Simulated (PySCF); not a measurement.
Radial density of N (nitrogen, neutral)

UHF, [He] 2s2 2p3, high-spin 4S determinant. Computed with PySCF 2.14 in pcseg-2, with no relativity, point nucleus.

| r (bohr) | 4πr²ρ (e/bohr) | 4πr²(ρα − ρβ) |
| --- | --- | --- |
| 0.00449 | 0.04932 | 0.0001 |
| 0.00756 | 0.1342 | 0.0003 |
| 0.0127 | 0.3520 | 0.0009 |
| 0.0214 | 0.8834 | 0.0022 |
| 0.0360 | 2.036 | 0.0052 |
| 0.0605 | 4.098 | 0.0119 |
| 0.102 | 6.553 | 0.0301 |
| 0.171 | 7.231 | 0.0984 |
| 0.288 | 4.553 | 0.3593 |
| 0.484 | 2.314 | 1.0641 |
| 0.814 | 3.257 | 1.9258 |
| 1.37 | 2.903 | 1.6509 |
| 2.30 | 0.8473 | 0.5102 |
| 3.88 | 0.05529 | 0.0361 |
| 6.52 | 0.0003158 | 0.0003 |
